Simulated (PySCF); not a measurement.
## Heteronuclear NMR

Atom-mapped SMILES (the numbers label the heavy atoms): `[CH3:1][N:2]1[CH2:3][C@@H:4]([C:5]([CH3:6])([CH3:7])[CH3:8])[CH:9]=[N:10]1`; H(Xn) means a hydrogen on atom n. Ha(C3) is cis to C5 on the ring; Hb(C3) is trans to C5 on the ring.

How the numbers were obtained: GIAO PBE0/pcSseg-1 shieldings, geometry from GFN2-xTB, in PySCF 2.14 (equivalent nuclei averaged, relativity neglected, one computed conformer, in vacuum).

Question: Where does $^{15}$N resonate?

Answer: 
| atoms | environment | σ (ppm) | δ (ppm) |
| --- | --- | --- | --- |
| N10 | imine nitrogen | -134.5 | -24.1 |
| N2 | nitrogen bonded to O or N | 120.9 | -259.5 |

Shieldings were converted by a linear fit to measured shifts: $^{15}$N: δ = -148.07 − 0.921σ (rms 6.3 ppm, 71 shifts vs CH3NO2, solution or neat liquid). Occasional misses reach two or three times the rms, and more in compound classes unlike the fitted ones.

On a 300 MHz spectrometer $^{15}$N resonates near 30.4 MHz, so 1 ppm is 30.4 Hz.
